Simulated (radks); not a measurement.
Values are calculated unless marked as measured or tabulated.
Species: the neon ion Ne3+. Configuration: [He] 2s2 2p3 (the NIST ground configuration). Code: a radial shooting solver on a logarithmic mesh with Libxc functionals. Model: scalar-relativistic Kohn-Sham, AM05, spin-unpolarised, spherical densities, finite nucleus; Fermi nuclear charge, rms radius 3.0055 fm.

Unscreened Slater integrals over Kohn-Sham orbitals (cm^-1).

integral     value
F0(2p,2p)   266630
F2(2p,2p)   123400
F0(2p,2s)   256210
G1(2p,2s)   154150
F0(2p,1s)   373690
G1(2p,1s)    49359
F0(2s,2s)   249470
F0(2s,1s)   351780
G0(2s,1s)    28510
F0(1s,1s)  1306400

Derived for the open shells (J is the average intra-shell exchange parameter used in DFT+U). 2p: J = F2/5 = 24680 cm^-1.
